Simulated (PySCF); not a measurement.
## Si2H2Cl3OF

Si2H2Cl3OF is a small molecule (built as: Si site whose three back bonds go to F, Cl, Cl), neutral, singlet. The structure, one conformer, was relaxed in the gas phase by PBE0-D3(BJ)/def2-SVP. No frequency run checks that it is a minimum.

SMILES: O[SiH](Cl)[Si](F)(Cl)Cl

Coordinates in Å:
```
Si1     1.285   -0.151    0.460
F2      2.459    0.385   -0.513
Cl3     1.652    0.604    2.330
Cl4     1.392   -2.192    0.508
Si5    -0.803    0.579   -0.257
O6     -1.021   -0.065   -1.762
Cl7    -2.174   -0.163    1.102
H8     -0.939    2.062   -0.243
H9     -1.823    0.159   -2.246
```

Shieldings: GIAO PBE0/pcSseg-1. Shifts are against computed references at the same level: H TMS (σ 31.27 ppm), Si TMS (σ 352.0 ppm). Core levels by delta-SCF with SCAN, pcX-2 on the ionised atom and pcseg-1 elsewhere, spin-free X2C (2p3/2 is the spin-free 2p value less a third of a first-order spin-orbit splitting); from the vacuum level, for chosen atoms.

Task: Give the NMR and core-level values of the distinct atoms.

Result: 
```csv
atoms,bonded to,σ (ppm),δ (ppm),core level (eV)
Si1,2 Cl + 1 F + 1 Si,341.4,10.6,2p3/2 109.50
F2,1 Si,289.6,-,1s 692.92
Cl3,1 Si,815.4,-,2p3/2 206.59
Cl4,1 Si,823.4,-,2p3/2 206.56
Si5,1 Cl + 1 O + 1 Si + 1 H,360.1,-8.2,2p3/2 108.67
O6,1 Si + 1 H,277.6,-,-
Cl7,1 Si,882.5,-,-
H8,1 Si,25.60,5.67,-
H9,1 O,29.04,2.23,-
```

Values are those of this one static structure; atoms that internal rotation interchanges would show their mean in an NMR spectrum.

Task: Which of Si1, Si5 holds its core electrons tightest, and by how much against the loosest?

Result: Si1 (bonded to 2 Cl + 1 F + 1 Si), by 0.83 eV over Si5 (bonded to 1 Cl + 1 O + 1 Si + 1 H).

Task: By CAM-B3LYP/def2-SVPD (TDDFT singlets, Tamm-Dancoff triplets, ionisation by delta-SCF), where does absorption start, and what does vertical ionisation take?

Result: The lowest singlet lies at 6.76 eV (f 0.030), the strongest of the first 6 at 7.76 eV (f 0.202), the lowest triplet at 6.01 eV; vertical ionisation takes 10.87 eV.
